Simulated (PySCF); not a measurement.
Species: C₄HF₆N.
Geometry (GFN2-xTB, Å), atoms numbered from 1 in this order:
```xyz
12
C4HF6N angstrom
N      3.2354   -0.2520   -0.7066
C      2.2234    0.0750   -0.2994
C      0.9273    0.4933    0.2242
F      0.8771    0.3383    1.5790
C     -0.2061   -0.3324   -0.4323
F      0.0744   -1.6473   -0.4553
F     -0.3428    0.0620   -1.7170
C     -1.5745   -0.1294    0.2859
F     -1.7838    1.1709    0.5108
F     -1.6151   -0.7615    1.4499
F     -2.5728   -0.5766   -0.4648
H      0.7586    1.5589   -0.0004
```

Method: PySCF 2.14.0, density-fitted response routines, TDDFT PBE0/def2-SVPD, vertical, gas phase, core orbitals frozen in the response.

Kohn–Sham orbitals with the atoms that hold most of them (Löwdin shares over 4%, at most four atoms; ? is withheld):

| orbital | ε (eV) | atoms |
| --- | --- | --- |
| LUMO+2 | 0.45 | C2 25%, H12 15%, C3 14%, N1 11% |
| LUMO+1 | -0.42 | N1 31%, C2 26%, C3 15%, H12 10% |
| LUMO | ? | ? |
| HOMO | -10.61 | N1 34%, C2 24%, C3 10%, C5 8% |
| HOMO-1 | -11.07 | ? |
| HOMO-2 | -11.25 | N1 56%, C2 16%, F4 7%, C3 5% |
| HOMO-3 | -11.59 | N1 34%, C2 16%, F6 11%, F7 8% |

(1) Give the leading atoms of the HOMO-1.

(2) Which atoms hold the LUMO, and with what shares?

(3) What is the LUMO energy, and the HOMO–LUMO gap?

## Answers

(1) N1 (bonded to C) 49%; C2 (bonded to C and N) 40%.

(2) N1 (bonded to C) 27%; C2 (bonded to C and N) 23%; C3 (bonded to 2 C, F and H) 16%; F4 (bonded to C) 12%. By element: carbon 39% or more, nitrogen 27%, fluorine 12% or more.

(3) ε(LUMO) = -1.32 eV; the gap is 9.29 eV (0.3414 hartree).

Question: The HOMO–LUMO gap is 9.29 eV. Where does the response calculation put the lowest singlet, and from which orbitals?

Answer: S1 is at 7.22 eV (f = 0.0024), 2.07 eV below the gap, made of HOMO→LUMO (85%). 

Question: One configuration dominates each of S1, S3 and S6. Which, and how do the shares of the two leading atoms of either orbital change from the occupied to the empty one?

Answer: 
- S1 (7.22 eV, f 0.0024), HOMO→LUMO (85%): N1 34% → 27%, C2 24% → 23%
- S3 (8.25 eV, f 0.0079), HOMO-2→LUMO (78%): N1 56% → 27%, C2 16% → 23%
- S6 (9.13 eV, f 0.021), HOMO-2→LUMO+1 (82%): N1 56% → 31%, C2 16% → 26%

Time: 59 s; peak memory 1.0 GiB. Hardware: one thread of an Arm Neoverse V1, no GPU, shared host.

One conformer stands for the species.
